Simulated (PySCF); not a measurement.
# Levels of Cl⁴⁺ from EOM-EA-GCCSD

Reference: closed-shell Cl⁵⁺, [Ne] 3s2; one electron is added. Calculated with PySCF 2.14, two-component X2C-1e with screened spin-orbit coupling, an even-tempered Gaussian basis (20 s from 0.051 bohr⁻², ratio 2.6; 14 p from 0.066 bohr⁻², ratio 2.6; 8 d from 0.067 bohr⁻², ratio 2.8; 4 f from 1.8 bohr⁻², ratio 2.8); frozen 1s2; the 50 highest virtual spinors dropped; of the others 48 kept and the rest restored at second order. No Breit or QED terms. Binding energies in eV.

```json
{"level": "3p1/2", "Koopmans": "66.630", "second order": "67.760", "EOM-CCSD": "67.712"}
{"level": "3p3/2", "Koopmans": "66.432", "second order": "67.560", "EOM-CCSD": "67.517"}
{"level": "3d3/2", "Koopmans": "44.809", "second order": "47.797", "EOM-CCSD": "43.875"}
{"level": "3d5/2", "Koopmans": "44.804", "second order": "47.792", "EOM-CCSD": "43.871"}
{"level": "4s1/2", "Koopmans": "35.282", "second order": "35.893", "EOM-CCSD": "35.965"}
```

In EOM-CCSD the overlap with the one-orbital guess is low for 3d3/2 (weight 0.78), 3d5/2 (weight 0.78). That can mean mixing with two-particle, one-hole states, where second order and EOM-CCSD lose accuracy, or only a rotation among the degenerate components of the shell; the terms of those configurations are not listed.

For comparison, the ionisation energy of Cl⁴⁺ is 67.68 ± 0.1 eV (semi-empirical (NIST evaluation); NIST Atomic Spectra Database, ionization energies).

Only part of the computed levels is shown.

The screened spin-orbit operator tends to give fine-structure splittings of light species too large.

The highest levels are limited by the diffuse functions of the basis.
